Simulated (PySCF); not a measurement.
BF3H3N, SMILES [NH3+][B-](F)(F)F. Atoms are numbered in the order given.

```xyz
8

B      0.0000     0.0000    -0.2227
F      1.1595     0.6694    -0.5466
F     -1.1595     0.6694    -0.5466
F      0.0000    -1.3388    -0.5466
N      0.0000     0.0000     1.4791
H      0.0000     0.9644     1.8395
H     -0.8352    -0.4822     1.8395
H      0.8352    -0.4822     1.8395
```
Charge 0, spin multiplicity 1.

Geometry: PBE-D3(BJ)/def2-SVP.

Two levels are set side by side: PBE/pcSseg-1 (PySCF) and KT2/pcSseg-1 (PySCF). GIAO shifts against BF3 (¹¹B), CFCl3 (¹⁹F), NH3 (¹⁵N), TMS (¹H) at the same level; non-relativistic, no solvent, atoms listed together averaged. Differences are taken from unrounded values.

```json
[
 {"quantity": "δ(¹¹B) of B1 (ppm)", "KT2": "-10.9", "PBE": "-11.9", "PBE minus KT2": "-0.9"},
 {"quantity": "δ(¹⁹F) of F2, F3, F4 (ppm)", "KT2": "-197.1", "PBE": "-188.3", "PBE minus KT2": "8.8"},
 {"quantity": "δ(¹⁵N) of N5 (ppm)", "KT2": "58.7", "PBE": "63.9", "PBE minus KT2": "5.2"},
 {"quantity": "δ(¹H) of H6, H7, H8 (ppm)", "KT2": "2.72", "PBE": "2.69", "PBE minus KT2": "-0.03"}
]
```

Rough cost on one machine, each run with all the roots and properties that it gave: KT2 against PBE within a factor of 2.
